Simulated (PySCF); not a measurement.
Compound: C6H9F.
Atom-mapped SMILES: `[CH2:1]=[C:2]([CH3:3])/[CH:4]=[CH:5]/[CH2:6][F:7]` (hydrogens: H8, H9 on C1; H10, H11, H12 on C3; H13 on C4; H14 on C5; H15, H16 on C6)

Method: PBE0-D3(BJ)/def2-SVP geometry optimisation, gas phase (PySCF 2.14.0).

Problem. Give the optimised bond lengths and angles.

Solution. 
```json
{"bond": "C1=C2", "length (bohr)": "2.542"}
{"bond": "C2–C3", "length (bohr)": "2.835"}
{"bond": "C2–C4", "length (bohr)": "2.764"}
{"bond": "C4=C5", "length (bohr)": "2.533"}
{"bond": "C5–C6", "length (bohr)": "2.814"}
{"bond": "C6–F7", "length (bohr)": "2.585"}
{"bond": "C1–H8", "length (bohr)": "2.066"}
{"bond": "C1–H9", "length (bohr)": "2.065"}
{"bond": "C3–H10, C3–H11, C3–H12", "length (bohr)": "2.081"}
{"bond": "C4–H13", "length (bohr)": "2.068"}
{"bond": "C5–H14", "length (bohr)": "2.071"}
{"bond": "C6–H15, C6–H16", "length (bohr)": "2.092"}
```

Bonds in one row agree within 0.02 bohr and their mean is given. A selection of angles:
```json
{"angle": "C2–C1–H8", "degrees": "121.2"}
{"angle": "C2–C1–H9", "degrees": "121.5"}
{"angle": "H8–C1–H9", "degrees": "117.3"}
{"angle": "C1–C2–C3", "degrees": "121.8"}
{"angle": "C1–C2–C4", "degrees": "119.6"}
{"angle": "C3–C2–C4", "degrees": "118.6"}
{"angle": "C2–C3–H10", "degrees": "111.4"}
{"angle": "H10–C3–H11", "degrees": "108.1"}
{"angle": "C2–C4–C5", "degrees": "125.7"}
{"angle": "C2–C4–H13", "degrees": "116.5"}
{"angle": "C5–C4–H13", "degrees": "117.8"}
{"angle": "C4–C5–C6", "degrees": "123.9"}
{"angle": "C4–C5–H14", "degrees": "121.1"}
{"angle": "C6–C5–H14", "degrees": "115.0"}
{"angle": "C5–C6–F7", "degrees": "112.1"}
{"angle": "C5–C6–H15", "degrees": "110.2"}
{"angle": "F7–C6–H15", "degrees": "108.5"}
{"angle": "F7–C6–H16", "degrees": "108.6"}
{"angle": "H15–C6–H16", "degrees": "106.9"}
```

Torsions: C1–C2–C4–C5 180° (antiperiplanar); C2–C4–C5–C6 180° (antiperiplanar); C4–C5–C6–F7 0° (synperiplanar).

The 7 heavy atoms lie in one plane (0.001 Å rms). Of the pairs four or more bonds apart, F7···H13 is among the closest relative to their van der Waals radii: 2.37 Å, 89 % of the sum of Bondi's values. The C–C distances run from 1.341 Å (C4=C5, drawn double) to 1.500 Å (C2–C3, drawn single), a spread of 0.159 Å.

Point group: Cs (every atom within 0.08 Å of its image). No PBE0-D3(BJ)/def2-SVP frequencies stand behind this structure, so it isn't proved a minimum. The numbers are those of one conformer.
